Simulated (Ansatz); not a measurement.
The molecule RuC, closed-shell singlet (the spin of the measured ground state, though multiplicity 3 came lower at CCSD(T)/def2-TZVPP on PBE0 minima). No spin–orbit coupling.

Constants: fifth-degree fit in 1/R to seven points, most abundant isotopes. In def2 and cc sets the state is the lowest found near the PBE0 minimum, followed along R. The singlet is held restricted.

Correlated levels freeze the inner cores; with def2 sets outer-core shells near the valence are correlated too.

Programs: Ansatz (Gaussian orbitals). Each number belongs to the level named beside it. In def2 rows elements past Kr take small-core potentials, without spin–orbit coupling.

Energies at CCSD(T)/def2-TZVPP:

| R (Å) | E (hartree) |
|---|---|
| 1.462815 | -132.59085550 |
| 1.502138 | -132.60297510 |
| 1.538315 | -132.60990533 |
| 1.579211 | -132.61370366 |
| 1.620107 | -132.61397787 |
| 1.667294 | -132.61078408 |
| 1.722346 | -132.60337309 |

Task: With a reduced mass of 10.7358 u, find the minimum, the force constant and the constants.

Result: A fifth-degree polynomial in 1/R puts the minimum at r_e = 1.6029 Å with force constant 811 N/m. Then ω_e = (1/2πc)√(k/μ) = 1133 cm⁻¹ and B_e = h/(8π²cμr_e²) = 0.6112 cm⁻¹; the cubic and quartic terms give α_e = 0.0035 and ω_e x_e = 4.4 cm⁻¹.

Doubts at one or more of the structures used: a restricted determinant that unrestricted orbitals would lower (CCSD(T)/def2-TZVPP).

Ansatz is a first-principles code.
